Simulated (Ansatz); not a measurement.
A series at Si: from `[SiH3][GeH3]`, ligands are replaced one by one, each step taking up HCl and setting free H₂; n counts the steps. Ansatz, PBE0-D4/def2-TZVP geometries.

```
n                molecule  HOMO energy, ωB97M-V/def2-TZVPP (eV)
0          `[SiH3][GeH3]`                                     ?
1        `Cl[SiH2][GeH3]`                                -10.19
2     `Cl[SiH](Cl)[GeH3]`                                -10.24
3  `Cl[Si](Cl)(Cl)[GeH3]`                                -10.49
```

Question: By hand: fit a straight line y = ȳ + b (n − n̄) to the 3 given rows and predict n = 0.

Answer: n̄ = 2.000, ȳ = -10.307; Σ(n − n̄)(y − ȳ) = -0.300, Σ(n − n̄)² = 2.000, so b = -0.150 eV a step. Prediction: -10.307 + (-0.150) × (-2.000) = -10.01 eV.

Question: By hand: compare with the computed value, -10.34 eV, and give the steps along the whole series.

Answer: The line misses by -0.33 eV (computed minus predicted). Steps: 0.15, -0.05, -0.25 eV.

The steps change sign along the series, so a line is a poor guide. The highest orbital can change its character along such a series. The miss is 110.0 % of the series' range.
